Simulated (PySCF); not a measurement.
## Adding and removing an electron: HI

RHF-CCSD(T); basis H x2c-SVPall, I x2c-SVPall; spin-free X2C with a Gaussian nucleus; PySCF 2.14. Neutral (RHF): singlet (closed shell), Re = 1.610 Å, ωe = 2334 cm⁻¹, De = 3.20 eV.

HI⁺ (UHF): doublet (π ↑), Re = 1.634 Å, ωe = 2225 cm⁻¹, De = 3.05 eV to H + I⁺. The energies at the minima are -7112.61388 hartree for HI and -7112.23816 for HI⁺.

Problem. Work out the adiabatic ionisation energy, without and with harmonic zero-point energies (1 hartree = 27.2114 eV, 1 eV = 8065.5 cm⁻¹), and the change of the bond length.

Solution. At CCSD(T): 0.37572 hartree = 10.224 eV between the minima; the zero-point term (2225.0 − 2334.0)/2 cm⁻¹ = -0.007 eV makes it 10.217 eV. Re changes by +2.4 pm against the neutral. The electron leaves a π orbital, which is non-bonding in a hydride.

Correlated steps freeze 18 core orbitals. Correlated levels converge slowly with the basis: in double zeta they bind strong bonds too weakly, by up to about 1 eV, and carry superposition errors of some tenths. Spin–orbit coupling is left out, which matters for elements this heavy, above all for dissociation energies. For an ion De counts to the pair picked by the measured ionisation energies or electron affinities, which need not be the lowest pair at this level. Where the molecule has an RHF reference, its open-shell atoms are computed with UHF. States were picked by a PBE0 search and need not be the measured ground states.

Neutral and ion stand on different kinds of reference determinant, which adds to the error of the difference.
